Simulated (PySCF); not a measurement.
C₆ coefficients of unlike pairs at PBE

Calculated with PySCF 2.14 from the dipole response of each species, C₆(A,B) = (3/π) ∫ α_A(iu) α_B(iu) du, in atomic units, from isotropic polarisabilities. For ions this is the dispersion term alone; charge-induced terms of lower order in 1/R come first.

```tsv
species	configuration	basis	relativity	α (bohr³)	C₆ (like pair)
Kr²⁺	[Ar] 3d10 4s2 4p4 (3P)	def2-QZVPPD (12s8p5d4f1g)	none	7.594	37.76
Mg²⁺	[Ne] (1S)	x2c-TZVPPall with one added diffuse shell each of s, p, d type (6s5p4d)	spin-free X2C	0.3785	0.3590
Kr⁺	[Ar] 3d10 4s2 4p5 (2P)	aug-cc-pwCVTZ-PP with ECP10MDF (8s7p6d4f1g)	core potential	11.13	69.35
Zn	[Ar] 3d10 4s2 (1S)	aug-cc-pVQZ-DK (9s8p6d4f3g2h)	spin-free X2C	38.12	275.8
```

Question: Estimate C₆ for Kr⁺ with Mg²⁺.

Answer: The integral gives 3.953. The combination rule 2 C_A C_B / (C_A α_B/α_A + C_B α_A/α_B) gives 3.857 and the geometric mean 4.990.

No spin-orbit coupling is included.

The other pairs:

```tsv
pair	C₆
Mg²⁺, Kr²⁺	3.046
Zn, Kr²⁺	89.22
Zn, Kr⁺	124.7
Kr⁺, Kr²⁺	51.04
Zn, Mg²⁺	5.880
```
